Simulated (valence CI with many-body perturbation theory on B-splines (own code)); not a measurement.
Ir XXVIII: calculated level list

Level of theory: valence CI with perturbative core correlation (CI+MBPT): four valence electrons over a frozen Dirac-Fock core [Kr] 4d10, radial functions for each j: 8 s, 8 p, 9 d, 9 f, 6 g, 3 h, 2 i, with the one-electron correlation potential Σ1 (screened to all orders), the two-electron term Σ2, the three-electron term Σ3, Breit, model QED; selected single and double excitations, second order for the rest, scaled by the run's own slope (own B-spline code, finite nucleus).

The last digits are not significant, and no measured levels were compared; by estimate large intervals hold to a few tenths of a per cent, small ones and those within an open d or f shell to about a per cent. Core correlation moves these levels by up to 5000 cm⁻¹, and in measured spectra 5 to 20 % of such shifts remained as error; rates that hang on mixing are uncertain with them. Only levels of the ground parity were solved; by the run's estimate the other parity begins above the list, which can be wrong where configurations are misplaced.

Levels 1 to 45 of 68, with energies above the lowest level, (4f5/2^4) J=4. "Leading %" is the weight of the configuration and term that name the level; weights of strongly mixed levels are sums over their largest components and can fall short. In the jj column 3d3/2^4 stands for four electrons in 3d with j = 3/2.

```csv
No.,Configuration,Term,J,E (cm⁻¹),Leading %,Leading jj,Second component,g
1,4f4,5I,4,0.0,76,4f5/2^4 (66 %),20 % 4f4 3H,0.655
2,4f4,5I,5,20297,88,4f5/2^3 4f7/2 (82 %),10 % 4f4 3H,0.913
3,4f4,5I,6,36057,82,4f5/2^2 4f7/2^2 (52 %),11 % 4f4 3K,1.045
4,4f4,5F,2,37250,29,4f5/2^4 (85 %),24 % 4f4 3F,0.926
5,4f4,5I,7,47310,60,4f5/2^3 4f7/2 (48 %),27 % 4f4 3K,1.105
6,4f4,5F,1,48611,76,4f5/2^3 4f7/2 (91 %),21 % 4f4 3D,0.135
7,4f4,3G,4,49490,28,4f5/2^3 4f7/2 (62 %),14 % 4f4 3H,1.013
8,4f4,5I,8,55913,39,4f5/2^3 4f7/2 (57 %),34 % 4f4 3K,1.131
9,4f4,5F,3,56662,59,4f5/2^3 4f7/2 (86 %),21 % 4f4 3G,1.118
10,4f4,5G,2,59915,54,4f5/2^3 4f7/2 (84 %),20 % 4f4 5F,0.618
11,4f4,5S,2,62512,51,4f5/2^3 4f7/2 (69 %),26 % 4f4 3P,1.629
12,4f4,5G,3,63120,55,4f5/2^3 4f7/2 (94 %),20 % 4f4 3G,0.948
13,4f4,3K,6,68953,78,4f5/2^2 4f7/2^2 (60 %),13 % 4f4 5I,0.897
14,4f4,3G,5,72235,31,4f5/2^3 4f7/2 (56 %),26 % 4f4 5F,1.190
15,4f4,3L,7,74090,52,4f5/2^3 4f7/2 (41 %),30 % 4f4 5I,0.988
16,4f4,5F,4,76749,66,4f5/2^2 4f7/2^2 (70 %),10 % 4f4 3H,1.228
17,4f4,3M,8,80055,41,4f5/2^3 4f7/2 (40 %),35 % 4f4 5I,1.041
18,4f4,5G,4,88464,63,4f5/2^2 4f7/2^2 (81 %),24 % 4f4 3H,1.035
19,4f4,5F,2,90540,30,4f5/2^2 4f7/2^2 (80 %),22 % 4f4 3D,1.149
20,4f4,3G,3,91560,53,4f5/2^2 4f7/2^2 (90 %),25 % 4f4 5G,0.889
21,4f4,5D,0,92376,57,4f5/2^4 (73 %),40 % 4f4 3P,
22,4f4,5F,5,92899,50,4f5/2^2 4f7/2^2 (54 %),21 % 4f4 5G,1.263
23,4f4,3P,1,97312,57,4f5/2^2 4f7/2^2 (89 %),24 % 4f4 3D,1.032
24,4f4,3F,2,98294,35,4f5/2^2 4f7/2^2 (69 %),34 % 4f4 1D,1.075
25,4f4,3I,5,100840,52,4f5/2^2 4f7/2^2 (55 %),23 % 4f4 1H,0.951
26,4f4,3L,8,102810,65,4f5/2^2 4f7/2^2 (92 %),28 % 4f4 1L,1.004
27,4f4,3F,4,103140,48,4f5/2^2 4f7/2^2 (70 %),17 % 4f4 5D,1.197
28,4f4,3M,9,103740,62,4f5/2^2 4f7/2^2 (98 %),38 % 4f4 3L,1.046
29,4f4,3H,5,104200,45,4f5/2^2 4f7/2^2 (55 %),44 % 4f4 5G,1.127
30,4f4,3D,3,104450,43,4f5/2^2 4f7/2^2 (80 %),26 % 4f4 3F,1.254
31,4f4,5G,6,104590,55,4f5/2^2 4f7/2^2 (57 %),31 % 4f4 3H,1.232
32,4f4,3P,0,106240,89,4f5/2^2 4f7/2^2 (95 %),10 % 4f4 5D,
33,4f4,5D,1,106700,80,4f5/2^3 4f7/2 (83 %),20 % 4f4 3P,1.496
34,4f4,3K,7,109380,53,4f5/2 4f7/2^3 (70 %),34 % 4f4 3L,0.984
35,4f4,3F,2,111110,49,4f5/2^2 4f7/2^2 (91 %),22 % 4f4 5G,0.719
36,4f4,3I,6,112350,50,4f5/2^2 4f7/2^2 (72 %),34 % 4f4 3H,1.089
37,4f4,3F,4,113650,34,4f5/2^3 4f7/2 (64 %),22 % 4f4 1G,1.090
38,4f4,3M,8,114270,35,4f5/2 4f7/2^3 (42 %),31 % 4f4 3K,1.047
39,4f4,5D,2,118630,79,4f5/2^2 4f7/2^2 (58 %),10 % 4f4 3P,1.448
40,4f4,3I,7,119290,62,4f5/2^2 4f7/2^2 (78 %),26 % 4f4 1K,1.085
41,4f4,3H,6,122140,51,4f5/2^2 4f7/2^2 (52 %),20 % 4f4 1I,1.124
42,4f4,3G,4,122510,57,4f5/2 4f7/2^3 (61 %),12 % 4f4 3H,1.070
43,4f4,3M,10,124240,82,4f5/2^2 4f7/2^2 (71 %),18 % 4f4 1N,1.079
44,4f4,5D,3,126880,44,4f5/2^2 4f7/2^2 (52 %),25 % 4f4 3D,1.305
45,4f4,3F,3,132260,68,4f5/2 4f7/2^3 (51 %),10 % 4f4 5D,1.105
```

Where two levels of one J and parity lie close, their mixing, g and order are uncertain.

The ionisation energy to 4f3 4I°_9/2 of the next ion comes out as 902.81 eV (NIST: 920 ± 50 eV (theoretical)). All 68 levels together are meant to be complete up to 162210 cm⁻¹.
